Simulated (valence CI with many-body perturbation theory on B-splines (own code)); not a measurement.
**Cs XLIX: E2, E3, M1, M2 decay**

Level of theory: configuration interaction combined with many-body perturbation theory (CI+MBPT): five valence electrons over a frozen Dirac-Fock core [He], a basis of 9 s, 9 p, 8 d, 6 f, 3 g, 1 h functions for each j, with the one-electron correlation potential Σ1, the two-electron term Σ2, the three-electron term Σ3, Breit, model QED; selected CI, second order for the rest (own B-spline code, finite nucleus).

The last digits are not significant, and no measured levels were compared; by estimate large intervals hold to a few tenths of a per cent, small ones and those within an open d or f shell to about a per cent. Among the levels kept, up to 1200 cm⁻¹ of a level comes from second order outside the variational space, and about a tenth of that is noise between levels of different J, which matters for small intervals.

Lines 1 to 45 of 45 in falling wavelength, among levels below 5607.5 eV, chosen from the decays that carry over 1 % of a level's rate. Wavelengths and rates use the calculated energies. Electric multipoles are in the length gauge, E1 and E2 with the static RPA response of the core. Weak lines are less certain than strong ones. Lines between different terms over intervals too small for the method are left out, as are lines whose strength nearly cancels. The highest levels of a list are the least certain.

Levels are named by their leading jj configuration (3d3/2^4 stands for four electrons in 3d with j = 3/2), which in mixed levels can hold well under half, so a name can repeat and another be missing. Letters in brackets count levels of one name in rising energy.

```tsv
λ vac (Å)	Upper	Lower	Type	A (s⁻¹)	Branch %
35.33	(2s^2 2p1/2 2p3/2^2) J=3/2	(2s^2 2p1/2^2 2p3/2) J=3/2	M1	4.36e+08	100.0
35.21	(2s^2 2p3/2^3) J=3/2	(2s^2 2p1/2 2p3/2^2) J=1/2	M1	1.07e+08	9.8
33.40	(2s^2 2p1/2 2p3/2^2) J=5/2	(2s^2 2p1/2^2 2p3/2) J=3/2	M1	7.42e+07	99.0
32.26	(2s^2 2p3/2^3) J=3/2	(2s^2 2p1/2 2p3/2^2) J=5/2	M1	1.36e+08	12.4
30.74	(2s^2 2p1/2 2p3/2^2) J=1/2	(2s^2 2p1/2^2 2p3/2) J=3/2	M1	2.84e+08	99.7
30.65	(2s^2 2p3/2^3) J=3/2	(2s^2 2p1/2 2p3/2^2) J=3/2	M1	5.58e+08	51.0
2.799	(2s^2 2p1/2 2p3/2 3d5/2) J=9/2	(2s 2p1/2 2p3/2^3) J=5/2	E2	5.77e+08	2.3
2.592	(2s^2 2p1/2 2p3/2 3p1/2) J=3/2 [a]	(2s^2 2p1/2 2p3/2^2) J=1/2	E2	4.33e+10	10.7
2.585	(2s^2 2p1/2 2p3/2 3p1/2) J=5/2	(2s^2 2p1/2 2p3/2^2) J=1/2	E2	7.72e+10	14.1
2.578	(2s^2 2p1/2 2p3/2 3p1/2) J=1/2	(2s^2 2p1/2 2p3/2^2) J=5/2	E2	9.25e+10	22.3
2.572	(2s^2 2p1/2 2p3/2 3p1/2) J=3/2 [b]	(2s^2 2p1/2 2p3/2^2) J=1/2	E2	3.19e+10	2.0
2.570	(2s^2 2p1/2^2 3p1/2) J=1/2	(2s^2 2p1/2^2 2p3/2) J=3/2	E2	4.20e+11	75.4
2.568	(2s^2 2p3/2^2 3p1/2) J=3/2	(2s^2 2p3/2^3) J=3/2	E2	8.74e+10	6.0
2.568	(2s^2 2p1/2 2p3/2 3p1/2) J=5/2	(2s^2 2p1/2 2p3/2^2) J=5/2	E2	2.41e+11	44.0
2.567	(2s^2 2p1/2 2p3/2 3p1/2) J=1/2	(2s^2 2p1/2 2p3/2^2) J=3/2	E2	1.37e+11	33.0
2.567	(2s^2 2p3/2^2 3p1/2) J=5/2	(2s^2 2p3/2^3) J=3/2	E2	2.87e+11	24.1
2.564	(2s^2 2p1/2 2p3/2 3p1/2) J=3/2 [a]	(2s^2 2p1/2 2p3/2^2) J=3/2	E2	2.64e+11	65.4
2.558	(2s^2 2p1/2 2p3/2 3p1/2) J=5/2	(2s^2 2p1/2 2p3/2^2) J=3/2	E2	5.93e+10	10.8
2.555	(2s^2 2p1/2 2p3/2 3p1/2) J=3/2 [b]	(2s^2 2p1/2 2p3/2^2) J=5/2	E2	2.37e+11	14.9
2.532	(2s^2 2p1/2 2p3/2 3p3/2) J=3/2 [a]	(2s^2 2p1/2 2p3/2^2) J=1/2	E2	1.37e+10	2.2
2.524	(2s 2p1/2^2 2p3/2 3p3/2) J=7/2	(2s 2p1/2^2 2p3/2^2) J=5/2	E2	1.27e+11	6.7
2.519	(2s 2p1/2^2 2p3/2 3p3/2) J=1/2 [b]	(2s 2p1/2^2 2p3/2^2) J=3/2	E2	2.28e+11	4.6
2.519	(2s^2 2p1/2 2p3/2 3p3/2) J=1/2 [a]	(2s^2 2p1/2 2p3/2^2) J=5/2	E2	3.67e+10	3.7
2.517	(2s^2 2p1/2 2p3/2 3p3/2) J=5/2 [b]	(2s^2 2p1/2 2p3/2^2) J=1/2	E2	7.03e+10	2.4
2.516	(2s^2 2p1/2 2p3/2 3p3/2) J=3/2 [a]	(2s^2 2p1/2 2p3/2^2) J=5/2	E2	8.77e+10	13.8
2.513	(2s^2 2p1/2 2p3/2 3p3/2) J=5/2 [a]	(2s^2 2p1/2 2p3/2^2) J=3/2	E2	1.00e+11	1.7
2.512	(2s^2 2p1/2 2p3/2 3p3/2) J=7/2	(2s^2 2p1/2 2p3/2^2) J=5/2	E2	1.42e+11	26.5
2.509	(2s^2 2p1/2^2 3p3/2) J=3/2	(2s^2 2p1/2^2 2p3/2) J=3/2	E2	2.11e+11	37.6
2.508	(2s^2 2p1/2 2p3/2 3p3/2) J=1/2 [a]	(2s^2 2p1/2 2p3/2^2) J=3/2	E2	1.35e+11	13.6
2.505	(2s^2 2p1/2 2p3/2 3p3/2) J=3/2 [a]	(2s^2 2p1/2 2p3/2^2) J=3/2	E2	5.03e+10	7.9
2.502	(2s^2 2p1/2 2p3/2 3p3/2) J=7/2	(2s^2 2p1/2 2p3/2^2) J=3/2	E2	1.65e+10	3.1
2.497	(2s^2 2p1/2 2p3/2 3p3/2) J=1/2 [b]	(2s^2 2p1/2 2p3/2^2) J=5/2	E2	2.72e+11	3.7
2.487	(2s^2 2p1/2 2p3/2 3p3/2) J=1/2 [b]	(2s^2 2p1/2 2p3/2^2) J=3/2	E2	1.44e+11	2.0
2.483	(2s 2p1/2^2 2p3/2 3p3/2) J=1/2 [b]	(2s 2p1/2^2 2p3/2^2) J=5/2	E2	7.74e+10	1.5
2.475	(2s 2p1/2^2 2p3/2 3d5/2) J=9/2	(2s 2p1/2^2 2p3/2^2) J=5/2	M2	6.26e+09	18.9
2.461	(2s^2 2p1/2 2p3/2 3d5/2) J=9/2	(2s^2 2p1/2 2p3/2^2) J=5/2	M2	6.09e+09	24.2
2.461	(2s^2 2p1/2 2p3/2 3d5/2) J=9/2	(2s^2 2p1/2 2p3/2^2) J=5/2	E3	3.61e+08	1.4
2.379	(2s 2p1/2^2 2p3/2 3d5/2) J=9/2	(2s^2 2p1/2 2p3/2^2) J=5/2	E2	1.36e+09	4.1
2.342	(2s^2 2p1/2 2p3/2 3p3/2) J=1/2 [a]	(2s^2 2p1/2^2 2p3/2) J=3/2	E2	8.10e+10	8.1
2.339	(2s^2 2p1/2 2p3/2 3p3/2) J=3/2 [a]	(2s^2 2p1/2^2 2p3/2) J=3/2	E2	1.80e+11	28.4
2.336	(2s^2 2p1/2 2p3/2 3p3/2) J=7/2	(2s^2 2p1/2^2 2p3/2) J=3/2	E2	2.00e+11	37.3
2.327	(2s^2 2p1/2 2p3/2 3p3/2) J=5/2 [b]	(2s^2 2p1/2^2 2p3/2) J=3/2	E2	1.05e+11	3.6
2.323	(2s^2 2p1/2 2p3/2 3p3/2) J=1/2 [b]	(2s^2 2p1/2^2 2p3/2) J=3/2	E2	9.94e+10	1.4
2.292	(2s^2 2p1/2 2p3/2 3d5/2) J=9/2	(2s^2 2p1/2^2 2p3/2) J=3/2	E3	7.08e+08	2.8
2.229	(2s 2p1/2^2 2p3/2 3d3/2) J=7/2	(2s^2 2p1/2^2 2p3/2) J=3/2	E2	4.02e+11	22.7
```
